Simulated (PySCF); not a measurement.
This PySCF input asks for the NMR shieldings of SMILES [O-]C(=O)C1CCC1, [C₅H₇O₂]-; the geometry comes from GFN2-xTB.

```python
import basis_set_exchange as bse
import numpy as np
from pyscf import gto, dft
from pyscf.prop import nmr

atoms = """
O     2.518072    0.872099    0.098298
C     1.912446   -0.204527    0.023157
O     2.274801   -1.338203    0.362289
C     0.460313   -0.122066   -0.627554
C    -0.350595    1.113370   -0.214561
C    -1.300334    0.208316    0.583949
C    -0.583243   -1.032910    0.032538
H     0.582543   -0.259084   -1.706312
H    -0.835426    1.643445   -1.038549
H     0.228295    1.827748    0.370713
H    -1.207628    0.322722    1.664099
H    -2.356800    0.291927    0.315033
H    -1.189366   -1.620117   -0.662337
H    -0.153755   -1.703194    0.777071
"""
names = dict.fromkeys(["O", "C", "H"], "pcSseg-1")
basis = {el: gto.basis.parse(bse.get_basis(n, elements=[el], fmt="nwchem")) for el, n in names.items()}
mol = gto.M(atom=atoms, basis=basis, charge=-1, verbose=0)
mf = dft.RKS(mol, xc="PBE0")
mf.grids.level = 2
mf.grids.alignment = dft.numint.BLKSIZE   # the property module wants whole blocks of grid points
mf.conv_tol = 1e-9
mf.kernel()

calc = nmr.RKS(mf)   # GIAO
C = mf.mo_coeff
Co = C[:, mf.mo_occ > 0]
resp = mf.gen_response(singlet=True, hermi=2)
def vind(x):   # induced exchange potential for any number of trial vectors
    d = np.einsum("pi,xij,qj->xpq", C, 2 * x.reshape(-1, C.shape[1], Co.shape[1]), Co, optimize=True)
    return np.einsum("xpq,pi,qj->xij", resp(d - d.transpose(0, 2, 1)), C, Co, optimize=True).ravel()
mo1, _ = nmr.rhf.solve_mo1(calc, with_cphf=vind)
sigma = calc.kernel(mo1)
for i, s in enumerate(sigma):   # ppm
    w = np.linalg.eigvalsh((s + s.T) / 2)
    print("%2d %-2s iso %8.1f  s11 %8.1f  s22 %8.1f  s33 %8.1f" % (i, mol.atom_pure_symbol(i), w.mean(), *w))
```

Problem. Give the expected output.

Solution. 
```
 0 O  iso     10.9  s11   -203.2  s22    -53.7  s33    289.5
 1 C  iso     11.6  s11    -74.0  s22     46.4  s33     62.5
 2 O  iso     10.5  s11   -203.9  s22    -54.1  s33    289.5
 3 C  iso    145.5  s11    129.3  s22    150.2  s33    157.2
 4 C  iso    158.9  s11    141.9  s22    155.1  s33    179.7
 5 C  iso    168.8  s11    160.7  s22    163.3  s33    182.4
 6 C  iso    158.9  s11    142.0  s22    155.1  s33    179.7
 7 H  iso     29.6  s11     27.1  s22     28.2  s33     33.4
 8 H  iso     29.9  s11     27.1  s22     28.1  s33     34.6
 9 H  iso     29.0  s11     26.0  s22     27.6  s33     33.5
10 H  iso     30.1  s11     27.4  s22     27.6  s33     35.4
11 H  iso     30.3  s11     27.3  s22     27.9  s33     35.8
12 H  iso     29.9  s11     27.1  s22     28.1  s33     34.6
13 H  iso     29.0  s11     26.0  s22     27.5  s33     33.4
```

These numbers come from an equivalent density-fitted implementation of the same equations, which agrees with the script to about 0.01 ppm for H and up to a few tenths of a ppm for heavy atoms, so last digits may differ.

Size and cost of the density-fitted run: 154 basis functions, 27 s wall time on 1 thread of an Arm Neoverse N1, shared host.
